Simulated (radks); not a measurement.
Values are calculated unless marked as measured or tabulated.
Numerical settings for the caesium ion Cs+, [Xe]. Code: a radial shooting solver on a logarithmic mesh with Libxc functionals. Model: Dirac Kohn-Sham, PBE, spin-unpolarised, spherical densities, finite nucleus; Fermi nuclear charge, rms radius 4.8041 fm. The defaults (mesh step 0.008 in ln r, mesh end at 40 bohr or more with all orbitals vanishing there, Anderson mixing 0.5 over 9 steps, residual threshold near 1e-9 with the energy settled to 1e-9 hartree or 1e-11 of itself, here a cap of 79 iterations) give E = -7789.8366 hartree and 5p3/2 at -18.156 eV in 13 iterations. Run on one thread of a shared host, so times are rough (Arm Neoverse V1): 0.12 s of CPU time, 0.12 s wall, 13 iterations on 2314 mesh points. Changes against that run (0 stands for a change within the tolerance of the run):

[
 {"setting": "mesh step in ln r 0.003", "iterations": "15", "converged": "yes", "E (mhartree)": "0", "e(5p3/2) (meV)": "0", "CPU (s)": "0.34"},
 {"setting": "mesh step in ln r 0.005", "iterations": "14", "converged": "yes", "E (mhartree)": "0", "e(5p3/2) (meV)": "0", "CPU (s)": "0.2"},
 {"setting": "mesh step in ln r 0.08", "iterations": "5", "converged": "no", "E (mhartree)": "diverged", "e(5p3/2) (meV)": "-", "CPU (s)": "0.03"},
 {"setting": "mesh end (bohr) 400", "iterations": "13", "converged": "yes", "E (mhartree)": "0", "e(5p3/2) (meV)": "0", "CPU (s)": "0.13"},
 {"setting": "mesh end (bohr) 8", "iterations": "13", "converged": "yes", "E (mhartree)": "+0.0676", "e(5p3/2) (meV)": "+3.67", "CPU (s)": "0.12"},
 {"setting": "residual threshold 1e-13", "iterations": "29", "converged": "yes", "E (mhartree)": "0", "e(5p3/2) (meV)": "0", "CPU (s)": "0.19"},
 {"setting": "residual threshold 1e-05", "iterations": "9", "converged": "yes", "E (mhartree)": "0", "e(5p3/2) (meV)": "+0.236", "CPU (s)": "0.1"},
 {"setting": "mixing 0.2", "iterations": "16", "converged": "yes", "E (mhartree)": "0", "e(5p3/2) (meV)": "0", "CPU (s)": "0.15"},
 {"setting": "linear mixing, mixing 1", "iterations": "79", "converged": "no", "E (mhartree)": "+0.00922", "e(5p3/2) (meV)": "-20.2", "CPU (s)": "0.73"},
 {"setting": "linear mixing, mixing 0.5", "iterations": "30", "converged": "yes", "E (mhartree)": "0", "e(5p3/2) (meV)": "0", "CPU (s)": "0.22"},
 {"setting": "mixing history 3", "iterations": "14", "converged": "yes", "E (mhartree)": "0", "e(5p3/2) (meV)": "0", "CPU (s)": "0.13"},
 {"setting": "iteration cap 5", "iterations": "5", "converged": "no", "E (mhartree)": "+0.0108", "e(5p3/2) (meV)": "+46.9", "CPU (s)": "0.06"}
]

No run marked as converged misses the energy by more than 1 mhartree. A mesh that ends early acts as a hard wall.
